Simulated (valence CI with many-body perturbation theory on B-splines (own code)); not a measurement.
# Level structure of Ne⁵⁺

Calculated by valence CI with perturbative core correlation (CI+MBPT): three valence electrons over a frozen Dirac-Fock core [He], a basis of 9 s, 9 p, 8 d, 6 f, 3 g, 1 h functions for each j, with the one-electron correlation potential Σ1 (screened to all orders), the two-electron term Σ2, the three-electron term Σ3, Breit, model QED; selected single and double excitations, second order for the rest, scaled by the run's own slope (own B-spline code, finite nucleus).

Against 17 measured levels this calculation errs by 196 cm⁻¹ on average and by 396 at most. These come from a selection out of NIST levels in Podobedova, Fuhr, Reader and Wiese, J. Phys. Chem. Ref. Data 33, 525 (2004). Levels without a partner in it may be off by more.

Levels 1 to 37 of 37, with energies above the lowest level, 2s²2p ²P°_1/2. "Leading %" is the weight of the configuration and term that name the level; weights of strongly mixed levels are sums over their largest components and can fall short, so below about 35 % the name and the second component can differ from the true leading terms, or belong to a minority configuration. In the jj column 3d3/2^4 stands for four electrons in 3d with j = 3/2.

```tsv
No.	Configuration	Term	J	E (cm⁻¹)	Leading %	Leading jj	g	Second component
1	2s²2p	²P°	1/2	0	96	2s^2 2p1/2 (96 %)	0.665	
2	2s²2p	²P°	3/2	1306	96	2s^2 2p3/2 (96 %)	1.334	
3	2s2p²	⁴P	1/2	100140	100	2s 2p1/2^2 (45 %)	2.670	
4	2s2p²	⁴P	3/2	100580	100	2s 2p1/2 2p3/2 (89 %)	1.735	
5	2s2p²	⁴P	5/2	101230	100	2s 2p3/2^2 (66 %)	1.601	
6	2s2p²	²D	5/2	179100	99	2s 2p1/2 2p3/2 (65 %)	1.200	
7	2s2p²	²D	3/2	179130	99	2s 2p1/2 2p3/2 (67 %)	0.799	
8	2s2p²	²S	1/2	231110	99	2s 2p3/2^2 (65 %)	2.000	
9	2s2p²	²P	1/2	249520	99	2s 2p1/2 2p3/2 (66 %)	0.668	
10	2s2p²	²P	3/2	250330	99	2s 2p3/2^2 (56 %)	1.334	
11	2p³	⁴S°	3/2	321550	100	2p1/2 2p3/2^2 (55 %)	2.002	
12	2p³	²D°	5/2	359640	99	2p1/2 2p3/2^2 (99 %)	1.200	
13	2p³	²D°	3/2	359710	99	2p1/2 2p3/2^2 (44 %)	0.799	
14	2p³	²P°	1/2	406240	95	2p1/2 2p3/2^2 (95 %)	0.665	
15	2p³	²P°	3/2	406290	95	2p3/2^3 (50 %)	1.334	
16	2s²3s	²S	1/2	722550	92	2s^2 3s (92 %)	2.002	5 % 2p²3s ²S
17	2s²3p	²P°	1/2	771150	90	2s^2 3p1/2 (90 %)	0.666	5 % 2p²3p ²P°
18	2s²3p	²P°	3/2	771480	90	2s^2 3p3/2 (90 %)	1.334	5 % 2p²3p ²P°
19	2s²3d	²D	3/2	816090	93	2s^2 3d3/2 (93 %)	0.799	6 % 2p²3d ²D
20	2s²3d	²D	5/2	816160	93	2s^2 3d5/2 (93 %)	1.200	6 % 2p²3d ²D
21	2s2p3s	⁴P°	1/2	833490	98	2s 2p1/2 3s (88 %)	2.670	
22	2s2p3s	⁴P°	3/2	833940	98	2s 2p1/2 3s (56 %)	1.734	
23	2s2p3s	⁴P°	5/2	834750	98	2s 2p3/2 3s (98 %)	1.601	
24	2s2p3s	²P°	1/2	855460	94	2s 2p1/2 3s (72 %)	0.666	
25	2s2p3s	²P°	3/2	856350	94	2s 2p3/2 3s (83 %)	1.334	
26	2s2p3p	²P	1/2	875870	91	2s 2p1/2 3p1/2 (38 %)	0.637	4 % 2s2p3p ⁴D
27	2s2p3p	²P	3/2	876260	92	2s 2p3/2 3p3/2 (44 %)	1.330	
28	2s2p3p	⁴D	1/2	877750	94	2s 2p1/2 3p1/2 (56 %)	0.027	4 % 2s2p3p ²P
29	2s2p3p	⁴D	3/2	877990	96	2s 2p1/2 3p3/2 (34 %)	1.204	
30	2s2p3p	⁴D	5/2	878420	99	2s 2p1/2 3p3/2 (40 %)	1.372	
31	2s2p3p	⁴D	7/2	879120	99	2s 2p3/2 3p3/2 (99 %)	1.429	
32	2s2p3p	⁴S	3/2	887240	99	2s 2p3/2 3p3/2 (39 %)	2.000	
33	2s2p3p	⁴P	1/2	893900	98	2s 2p1/2 3p1/2 (45 %)	2.670	
34	2s2p3p	⁴P	3/2	894230	98	2s 2p3/2 3p1/2 (49 %)	1.735	
35	2s2p3p	⁴P	5/2	894650	98	2s 2p3/2 3p3/2 (62 %)	1.600	
36	2s2p3p	²D	3/2	899830	97	2s 2p1/2 3p3/2 (57 %)	0.800	
37	2s2p3p	²D	5/2	900680	97	2s 2p3/2 3p3/2 (50 %)	1.201
```

The ionisation energy to 2s² ¹S0 of the next ion comes out as 157.92 eV (NIST: 157.934 eV (measured)). All 37 levels together are meant to be complete up to 914330 cm⁻¹.
